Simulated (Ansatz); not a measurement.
These are frozen-core CCSD(T)/def2-TZVPP // BP86-D3(BJ)/def2-SVP (Ansatz, an electronic-structure program) values and carry that method's errors.

Ansatz 0.2 input:
```yaml
crystal:
  periodic: [false, false, false]
  atoms:
    - { symbol: Ta, position_ang: [-0.180398, -0.065226, -0.253841] }
    - { symbol: Cl, position_ang: [1.980222, -1.040644, 0.263062] }
    - { symbol: O, position_ang: [-1.743353, 0.720331, -0.982532] }
    - { symbol: H, position_ang: [-2.258626, 1.123966, -1.698535] }
    - { symbol: O, position_ang: [-0.449335, -1.644248, -1.336193] }
    - { symbol: H, position_ang: [0.266751, -2.304245, -1.405262] }
    - { symbol: O, position_ang: [0.839145, 1.496499, -0.769534] }
    - { symbol: H, position_ang: [1.814049, 1.462251, -0.72901] }
    - { symbol: O, position_ang: [-0.77098, -0.156072, 1.555347] }
    - { symbol: H, position_ang: [-1.582528, 0.112464, 2.018436] }
basis:
  gaussian: { orbitals: def2-TZVPP }
correlation:
  method: ccsd_t
```

Output:

```
Functional definition: HF
1742 factors; integrals over basis functions are off by at most 8.9e-4 eV
mean field evaluation 1: about -22251.6071 eV, gradient 7.8e1 eV
mean field evaluation 2: about -22251.8614 eV, gradient 7.8e1 eV
mean field evaluation 4: about -22261.8825 eV, gradient 5.2e0 eV
mean field evaluation 8: about -22261.9940 eV, gradient 4.3e-1 eV
mean field evaluation 16: about -22261.9950 eV, gradient 2.0e-6 eV
mean field -22261.99495526 eV, -818.1132248835 hartree, gradient 2.0e-6 eV, S^2 0.000000; 0 other end points of the search recorded, 0 dependent functions left out
9 core orbitals not correlated
reference -22261.99495526 eV, -818.1132248835 hartree; 24, 24 occupied and 245, 245 virtual orbitals, 1742 factors
second order -42.77127939 eV of doubles, -0.00000000 eV of singles
cycle   1  -41.28735093 eV  change     1.5e0 eV  update   2.0e-1
cycle   2  -42.40039356 eV  change    -1.1e0 eV  update   9.1e-2
cycle   3  -42.71983593 eV  change   -3.2e-1 eV  update   3.6e-2
cycle   4  -42.70206984 eV  change    1.8e-2 eV  update   1.2e-2
cycle   5  -42.68588415 eV  change    1.6e-2 eV  update   4.6e-3
cycle   6  -42.68781041 eV  change   -1.9e-3 eV  update   1.8e-3
cycle   7  -42.68859442 eV  change   -7.8e-4 eV  update   7.5e-4
cycle   8  -42.68796705 eV  change    6.3e-4 eV  update   2.8e-4
cycle   9  -42.68803131 eV  change   -6.4e-5 eV  update   1.0e-4
cycle  10  -42.68822311 eV  change   -1.9e-4 eV  update   5.3e-5
cycle  11  -42.68807881 eV  change    1.4e-4 eV  update   2.1e-5
cycle  12  -42.68807636 eV  change    2.5e-6 eV  update   1.3e-5
perturbative correction -1.88021567 eV, -0.0690966516 hartree
Total energy: -22306.56324729 eV, -819.7510794064 hartree
```

Cost: about 27 core-minutes (a rough figure).
